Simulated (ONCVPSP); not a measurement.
# O: ONCV pseudisation with LDA (Perdew-Wang 92), scalar-relativistic reference atom.

ONCVPSP 4.0.1 was run on this input:

```
# ATOM AND REFERENCE CONFIGURATION
# atsym  z   nc   nv     iexc    psfile
  O 8.00    1    2  -001012      upf
#
#   n    l    f
    1    0    2.00
    2    0    1.50
    2    1    4.50
#
# PSEUDOPOTENTIAL AND OPTIMIZATION
# lmax
    1
#
#   l,   rc,      ep,       ncon, nbas, qcut
    0    0.85    0.00    4    8    6.90
    1    2.05    0.00    4    7    5.50
#
# LOCAL POTENTIAL
# lloc, lpopt,  rc(5),   dvloc0
    4    5    0.70    0.00
#
# VANDERBILT-KLEINMAN-BYLANDER PROJECTORs
# l, nproj, debl
    0    1    3.40
    1    2    0.60
#
# MODEL CORE CHARGE
# icmod, fcfact, rcfact
    3    3.50    1.20
#
# LOG DERIVATIVE ANALYSIS
# epsh1, epsh2, depsh
   -2.00    5.00    0.02
#
# OUTPUT GRID
# rlmax, drl
    6.00    0.01
#
# TEST CONFIGURATIONS
# ncnf
    4
# nvcnf
#   n    l    f
    2
    2    0    2.00
    2    1    4.00
#
    2
    2    0    2.00
    2    1    3.00
#
    2
    2    0    2.00
    2    1    2.00
#
    2
    2    0    2.00
    2    1    0.00
#
```

Command:

```bash
oncvpsp.x < O.dat > O.out
```

Resulting log (shortened: citation, most of the input echo, consistency checks and plot data are left out):

```
ONCVPSP  (Optimized Norm-Conservinng Vanderbilt PSeudopotential)
scalar-relativistic version 4.0.1

#   n    l    f        energy (Ha)
    1    0    2.00    -1.8785369E+01
    2    0    1.50    -8.8146695E-01
    2    1    4.50    -3.4545245E-01

Reference configufation results
  iterations    19
  all-electron total energy (Ha)   -7.42585932D+01

Begin loop to  construct optimized pseudo wave functions
and semi-local pseudopoentials for all angular momenta

Calculating optimized projector #   1

 for l=   0

    Fraction of norm inside rc  0.318933
    Optimizing pswf for qcut=   6.92 a_B^-1,  ecut=  23.96 Ha
    Residual kinetic energy error=  8.11D-03 Ha

    Energy error per electron        Cutoff
         Ha          eV             Ha
         0.01000     0.27211       22.79
         0.00100     0.02721      122.47
         0.00010     0.00272      232.30
         0.00001     0.00027      272.61

   Wellstate for l =  1  n =  3
     eigenvalue =   0.2545
     asymptotic potential =   0.7545
     half-point radius =  5.8005

Calculating optimized projector #   1

 for l=   1

    Fraction of norm inside rc  0.871459
    Optimizing pswf for qcut=   5.50 a_B^-1,  ecut=  15.13 Ha
    Residual kinetic energy error=  3.30D-04 Ha

    Energy error per electron        Cutoff
         Ha          eV             Ha
         0.01000     0.27211       11.09
         0.00100     0.02721       13.88
         0.00010     0.00272       28.39
         0.00001     0.00027       38.01

Calculating optimized projector #   2

 for l=   1

    Fraction of norm inside rc  0.096101
    Optimizing pswf for qcut=   5.50 a_B^-1,  ecut=  15.13 Ha
    Residual kinetic energy error=  2.76D-04 Ha

    Energy error per electron        Cutoff
         Ha          eV             Ha
         0.01000     0.27211       10.13
         0.00100     0.02721       13.48
         0.00010     0.00272       17.69
         0.00001     0.00027       38.77

Construct Vanderbilt / Kleinmman-Bylander projectors

B matrix Hermiticity error, ll=   1
   1   2    1.9066E-05

  Orthonormal projector coefficients -3.3219E+00 -1.8706E+00

Model core correction analysis
  based on d2Exc/dn_idn_j

d2excae - all-electron derivatives

   -5.169559D-02   -4.530053D-02
   -4.530199D-02   -4.367606D-02

d2excps - pseudofunction derivatives with no core correction

   -5.433533D-02   -4.690468D-02
   -4.690633D-02   -4.372867D-02

rms 2nd derivative error    1.740561E-03

rmatch, rhocmatch    0.4212    6.2376

Teter function model core charge with specified parameters

d2excps - pseudofunction derivatives with core correction

   -5.236967D-02   -4.618005D-02
   -4.618118D-02   -4.340989D-02

rms 2nd derivative error    7.196787E-04

Pseudoatom total energy  -14.799046

Diagnostic tests using Vanderbilt-Kleinman-Bylander pseudopotentials
  1 or more projectors used as specified by nproj input data

   l    rcore       rmatch      e in        delta e   norm test  slope test

   0   0.8532584   0.8791652  -0.8814670  -0.0000191   0.9999985   1.0007674

   1   2.0558137   2.1182327  -0.3454524  -0.0000008   1.0000355   1.0000388
   1   2.0558137   2.1182327   0.2545476   0.0000010   1.0000694   1.0000694

 Testing for bound ghosts
   n   l    E NL Schr. Eq   E Basis Diag.   E Cutoff

   1   0       -0.881486       -0.821953    256.20

   2   1       -0.345453       -0.345226     52.69

 Testing for highly-localized positive-energy ghosts
       l    <radius>/rc     E Basis Diag.   E Cutoff

Test configuration 0

   n   l     f        eae           eps        diff
   1   0  2.0000  -18.78536850
   2   0  1.5000   -0.88146695   -0.88148610   -1.91D-05
   2   1  4.5000   -0.34545245   -0.34545325   -8.01D-07

    Total energies and differences
      AE_ref= -7.42585932D+01  AE_tst= -7.42585932D+01  dif=  0.00D+00
      PS_ref= -1.47990464D+01  PS_tst= -1.47990464D+01  dif=  7.46D-14
      PSP excitation error= -7.46D-14

Test configuration 1

   n   l     f        eae           eps        diff
   1   0  2.0000  -18.77404474
   2   0  2.0000   -0.87292515   -0.86856991    4.36D-03
   2   1  4.0000   -0.33800406   -0.33485971    3.14D-03

    Total energies and differences
      AE_ref= -7.42585932D+01  AE_tst= -7.45263262D+01  dif= -2.68D-01
      PS_ref= -1.47990464D+01  PS_tst= -1.50664856D+01  dif= -2.67D-01
      PSP excitation error= -2.94D-04

Test configuration 2

   n   l     f        eae           eps        diff
   1   0  2.0000  -19.46682094
   2   0  2.0000   -1.44792827   -1.43490590    1.30D-02
   2   1  3.0000   -0.90366975   -0.88024916    2.34D-02

    Total energies and differences
      AE_ref= -7.42585932D+01  AE_tst= -7.39168521D+01  dif=  3.42D-01
      PS_ref= -1.47990464D+01  PS_tst= -1.44682618D+01  dif=  3.31D-01
      PSP excitation error=  1.10D-02

Test configuration 3

   n   l     f        eae           eps        diff
   1   0  2.0000  -20.35414580
   2   0  2.0000   -2.13229951   -2.09363211    3.87D-02
   2   1  2.0000   -1.59331328   -1.51968879    7.36D-02

    Total energies and differences
      AE_ref= -7.42585932D+01  AE_tst= -7.26779270D+01  dif=  1.58D+00
      PS_ref= -1.47990464D+01  PS_tst= -1.32748772D+01  dif=  1.52D+00
      PSP excitation error=  5.65D-02

Test configuration 4

   n   l     f        eae           eps        diff
   1   0  2.0000  -22.65473496
   2   0  2.0000   -3.75807258   -3.59548078    1.63D-01

    Total energies and differences
      AE_ref= -7.42585932D+01  AE_tst= -6.78661575D+01  dif=  6.39D+00
      PS_ref= -1.47990464D+01  PS_tst= -8.80325482D+00  dif=  6.00D+00
      PSP excitation error=  3.97D-01
```

The run took about 1.6 s on one core of a shared server CPU.
